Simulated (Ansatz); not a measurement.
Na21⁻. Charge -1, multiplicity 1. Geometry PBE/def2-SVP.

```xyz
21

Na    1.474    3.683   -1.965
Na   -2.477   -0.909    4.024
Na    4.054    1.300   -1.300
Na    2.700    3.142    1.400
Na    0.881   -2.127    4.157
Na    1.730   -3.282   -4.756
Na    0.672    0.696   -0.337
Na   -2.553    0.537    1.023
Na    3.074   -0.533    1.855
Na   -2.906    2.891    3.954
Na   -1.005    3.673    0.817
Na    1.425    0.497   -3.877
Na   -0.780   -2.313    0.920
Na   -1.081   -1.683   -2.839
Na    0.262   -4.723   -1.679
Na    2.515   -2.027   -1.542
Na    2.189   -4.083    1.432
Na   -4.174   -0.696   -1.764
Na   -1.754    1.835   -2.509
Na    0.220    1.300    3.305
Na   -4.466    2.823   -0.318
```

LC-ωPBE has ω = 0.4 bohr⁻¹. Single mean-field runs in def2-TZVP are fitted with def2-universal-jkfit. The restricted singlet is unstable towards broken spin symmetry in Hartree–Fock (as tested in another run); at PBE/def2-SVP, PBE/def2-TZVP, r2SCAN/def2-TZVP, PBE0/def2-SVP and others this wasn't settled. The structure comes from a short search, and lower isomers may exist.

Problem. Estimate the orbital energies around the gap (eV) in Ansatz with PBE/def2-SVP, PBE/def2-TZVP, r2SCAN/def2-TZVP, PBE0/def2-SVP, LC-ωPBE/def2-TZVP.

Solution. 
| orbital | PBE/def2-SVP | PBE/def2-TZVP | r2SCAN/def2-TZVP | PBE0/def2-SVP | LC-ωPBE/def2-TZVP |
| --- | --- | --- | --- | --- | --- |
| HOMO−9 | -2.23 | -2.25 | -2.36 | -2.92 | -4.95 |
| HOMO−8 | -2.09 | -2.13 | -2.23 | -2.76 | -4.70 |
| HOMO−7 | -2.00 | -2.03 | -2.13 | -2.65 | -4.56 |
| HOMO−6 | -1.32 | -1.35 | -1.41 | -1.81 | -3.31 |
| HOMO−5 | -1.21 | -1.25 | -1.28 | -1.63 | -2.93 |
| HOMO−4 | -1.01 | -1.05 | -1.08 | -1.38 | -2.52 |
| HOMO−3 | -0.99 | -1.03 | -1.05 | -1.35 | -2.45 |
| HOMO−2 | -0.81 | -0.84 | -0.86 | -1.13 | -2.19 |
| HOMO−1 | -0.76 | -0.79 | -0.82 | -1.08 | -2.09 |
| HOMO | -0.36 | -0.40 | -0.40 | -0.66 | -1.69 |
| LUMO | -0.08 | -0.11 | -0.08 | 0.27 | 1.26 |
| LUMO+1 | -0.05 | -0.09 | -0.05 | 0.29 | 1.30 |
| LUMO+2 | 0.08 | 0.04 | 0.10 | 0.44 | 1.42 |
| LUMO+3 | 0.12 | 0.08 | 0.11 | 0.47 | 1.45 |
| LUMO+4 | 0.21 | 0.16 | 0.20 | 0.56 | 1.52 |
| LUMO+5 | 0.24 | 0.19 | 0.24 | 0.60 | 1.58 |
